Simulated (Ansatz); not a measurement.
**Relative stability**

The two ends of one reaction step of CH$_{9}$NSn, singlet (PBE0-D4/def2-TZVP).

A:

Sn1  (-1.658, -0.037, -0.726)
H2  (1.268, 2.312, 1.853)
H3  (-1.911, -1.315, -1.845)
H4  (-2.992, 0.122, 0.323)
H5  (-1.319, 1.404, -1.571)
H6  (0.880, 1.726, 1.591)
N7  (-0.041, -0.376, 0.454)
C8  (1.230, -0.657, -0.187)
H9  (-0.234, -1.045, 1.187)
H10  (1.468, 0.140, -0.898)
H11  (1.275, -1.610, -0.735)
H12  (2.036, -0.664, 0.555)
(Å)

B:

```
12
angstrom
Sn -1.5849 1.0729 -0.6456
H -0.1468 1.9834 -0.5520
H -1.3686 -0.3892 -1.4947
H -2.3234 0.8473 0.8728
H -2.6865 2.0130 -1.5840
H 0.6695 -0.0643 1.7538
N 0.3965 -0.5667 0.9186
C 1.5458 -0.8246 0.0662
H -0.0337 -1.4320 1.2198
H 1.9736 0.1268 -0.2571
H 1.2155 -1.3509 -0.8319
H 2.3432 -1.4157 0.5344
```

Computed with Ansatz 0.2.0 (basis: def2-TZVPP); correlated methods freeze the cores. Filled d shells of the heavier atoms are correlated. Core potentials replace the inner electrons of the atoms past krypton. The def2 sets are not built for correlating such inner shells, so the correlated values are less sure here. B3LYP uses VWN-RPA correlation.

Which structure is lower at CCSD(T), and by how much? (An estimate is asked for; the value comes from the calculation.)

The calculation gives: B, by 0.494 eV (electronic energy, against the other). By their contacts, A is a complex of CH₇NSn ([CH3][NH][SnH3]) + H₂ and B is a complex of CH₅N ([CH3][NH2]) + SnH₄.

All methods give the same order:

```csv
method,E(B) − E(A) (eV)
SPW92,-0.613
PBE-D4,-0.495
BLYP-D4,-0.433
r2SCAN-D4,-0.502
B97M-V,-0.627
PBE0-D4,-0.560
B3LYP-D4,-0.501
r2SCAN0-D4,-0.561
BHLYP-D4,-0.572
CAM-B3LYP-D4,-0.542
wB97X-V,-0.529
wB97M-V,-0.549
B2PLYP,-0.476
PBE-QIDH,-0.533
RPA on PBE,-0.472
HF,-0.640
MP2,-0.407
CCSD,-0.535
CCSD(T),-0.494
```

The T1 diagnostic stays at or below 0.013.

Labels in which every atom is bracketed show which atoms are joined, not bond orders.

For scale, one of the runs: CCSD(T)/def2-TZVPP, 238 basis functions, launched by `ansatz run in.yaml --threads 4 --pin off --events-out ev --progress --plain --max-ram 9574MiB`. Time: 2.8 min of wall clock on 4 CPU threads of an Intel Xeon; the host was shared. Peak host memory: 4.9 GiB.
